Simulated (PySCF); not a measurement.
An unknown shows these calculated signals:

1H NMR (600 MHz, computed): δ 5.55 (m, 1H), 5.31 (m, 1H), 3.89 (m, 1H), 3.42 (m, 3H), 1.46 (d, 3H).

13C{1H} NMR (computed): δ 134.7 (C), 75.5 (CH), 19.8 (CH3).

- PBE0/pcSseg-1 with gauge-including orbitals
- GFN2-xTB geometry
- code: PySCF
- isolated molecule, equivalent nuclei averaged, non-relativistic, a single conformation

References, each an isolated molecule treated in the same way: 1H (σ = 31.72 ppm), 13C (σ = 186.93 ppm) against TMS.

Question: Which of these does the molecule contain: a three-membered ring, a (CH3)2CH unit, a CF3 group, a vinyl group CH=CH2, a Si–H bond?

Answer: 
- A three-membered ring: no.
- A (CH3)2CH unit: no.
- A CF3 group: yes (δC 134.7).
- A vinyl group CH=CH2: no.
- A Si–H bond: yes (δH 5.55 (m), 5.31 (m)).

The data belong to SMILES C[C@H](O[SiH2][SiH3])C(F)(F)F, C$_{3}$H$_{9}$F$_{3}$OSi$_{2}$; they needn't prove each group on their own.

Carbon signals by region: 1 in the sp2 and nitrile region (100–160 ppm), 1 at 50–100 ppm, 1 below 50 ppm.

Splittings by 19F in the carbon and heteronuclear signals aren't shown, as no couplings were computed. Shifts are as computed. Against solution values, carbons near 30 ppm lie about +3 ppm off and those near 130 ppm about +5 ppm. Of 1309 compounds with measured shifts, 239 miss one by over three times the rms of a fit or turn the order of signals round; such compounds aren't used in these exercises. No couplings were computed; multiplicities are counted from neighbouring protons, with m where these are inequivalent, close in shift, in a saturated or five-membered ring or joined by F or P, and br s for small geminal =CH2 splittings.
